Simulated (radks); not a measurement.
Values are calculated unless marked as measured or tabulated.
As+, configuration [Ar] 3d10 4s2 4p1 5p1 (not the ground configuration). Level of theory: scalar-relativistic Kohn-Sham, exchange-only B88, spin-polarised, spherical densities, point nucleus; open shells are filled with parallel spins first (a radial shooting solver on a logarithmic mesh with Libxc functionals).

Local quantities along the radius. ELF = 1/(1 + alpha^2) is the electron localisation function; alpha = (tau - tau_W)/tau_unif compares the Pauli kinetic energy density with that of the uniform gas (summed over spins); s = |grad rho|/(2 (3 pi^2)^(1/3) rho^(4/3)) is the reduced gradient; r v_xc is r times the local exchange-correlation potential of spin up (hartree bohr); -r V(r) is the screened charge that the Kohn-Sham potential of spin up presents (atomic units). tau is taken from the large components.

r (bohr)    ELF    alpha       s   r v_xc  -r V(r)
0.004334  1.000  0.02151  0.4657  -0.1583    32.45
0.005827  0.999  0.02434  0.4625  -0.1924    32.24
0.007834  0.999  0.02903  0.4690  -0.2346    31.97
0.01062   0.999  0.03737  0.4868  -0.2865    31.59
0.01428   0.997  0.05228  0.5173  -0.3438    31.10
0.01919   0.993  0.08212  0.5643  -0.4042    30.47
0.02601   0.977   0.1519  0.6335  -0.4622    29.64
0.03497   0.904   0.3255  0.7157  -0.5056    28.61
0.04702   0.630   0.7671  0.7621  -0.5303    27.35
0.06372   0.317    1.468  0.6228  -0.5469    25.76
0.08567   0.364    1.323  0.3519  -0.6129    23.93
0.1152    0.663   0.7137  0.3029  -0.7598    21.86
0.1561    0.796   0.5066  0.4474  -0.8583    19.42
0.2099    0.615   0.7908  0.6333  -0.8501    16.82
0.2822    0.246    1.751  0.5239  -0.7913    14.04
0.3824    0.452    1.101  0.2111  -0.9344    11.21
0.5142    0.752   0.5745  0.3328   -1.103    8.553
0.6913    0.738   0.5964  0.5777   -1.078    6.278
0.9369    0.448    1.109  0.8809  -0.9052    4.602
1.26      0.206    1.966  0.9368  -0.7600    3.533
1.693     0.423    1.169  0.8499  -0.7581    2.895
2.295     0.654   0.7273   1.321  -0.6888    2.402
3.086     0.080    3.385   2.185  -0.5346    1.999
4.149     0.037    5.089  0.6329  -0.3896    1.664
5.623     0.430    1.152  0.8798  -0.6629    1.773
7.559     0.383    1.269   2.364  -0.5256    1.550
10.16     0.080    3.396   6.395  -0.3554    1.358
13.77     0.002    22.89   24.70  -0.2193    1.219

On this mesh the ELF has minima near r = 0.074, 0.28, 1.3, 3.6 bohr, which separate the shells, and maxima near 0.16 (0.80), 0.60 (0.77), 2.3 (0.65), 6.5 (0.47).
